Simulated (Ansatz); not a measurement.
System: BOCl, charge 0, multiplicity 1. SMILES: ClB=O
Structure (B3LYP-D3(BJ)/def2-TZVP (Ansatz, a quantum-chemistry and plane-wave program) minimum search):
```
B
O 1 1.2048
Cl 1 1.6862 2 180.00
```
Charge 0, spin multiplicity 1.

Property: enthalpy of formation at 298 K, in kcal/mol. Terms: 6-31G* and kin with 6d, 5d where marked; dispersion terms only where a functional's name holds one; LANL2DZ with its own core potentials from Na on; 6-311+G** with 5d, 6d on Na to Ar in Ansatz; UHF or UKS for open shells; no spin-orbit coupling; frozen cores in correlated levels; non-relativistic. CBS(X,Y): correlation extrapolated as X^-3; Hartree-Fock from the larger set. First-principles rows: single points at B3LYP-D3(BJ) geometries (Ansatz), with unscaled harmonic terms from B3LYP/6-31G* (Ansatz) at its own minima, enthalpies of formation by atomisation with measured atoms.

Measured values: CRC Handbook, as tabulated in the package chemicals; they hold spin-orbit and core effects, anharmonicity. For O=BCl (enthalpy of formation at 298 K) the tabulated value and CCSD(T)/CBS(aug-cc-pV(T+d)Z,aug-cc-pV(Q+d)Z) (Ansatz) part by 11.6 kcal/mol: another conformer or state, missing terms or a fault of the table's entry are possible. 

Value to compare with, the measured value: -75.0 kcal/mol.

```
level                                         program  enthalpy of formation at 298 K (kcal/mol)  error
--------------------------------------------  -------  -----------------------------------------  -----
PBE/STO-3G                                     Ansatz                                     -138.6  -63.6
PBE/3-21G                                      Ansatz                                      -85.0  -10.0
PBE/LANL2DZ                                    Ansatz                                      -67.6    7.4
PBE/6-31G*                                     Ansatz                                     -101.3  -26.3
PBE/def2-SVP                                   Ansatz                                     -107.8  -32.8
PBE/6-311+G**                                  Ansatz                                      -98.2  -23.2
PBE/def2-TZVPD                                 Ansatz                                     -101.4  -26.4
CCSD(T)/CBS(aug-cc-pV(T+d)Z,aug-cc-pV(Q+d)Z)   Ansatz                                      -86.6  -11.6
```

Among the 6 habitual levels, PBE/STO-3G lies farthest from the measured value (-63.6 kcal/mol); 1 of 6 lie above it, and their mean absolute error is 27.2 kcal/mol, the median 24.8. One case shows no general order.

The sets are all those run for this method; left out are runs that failed, that the program found above a lower state of the same kind, or whose <S^2> lies over 0.5 above the pure value.
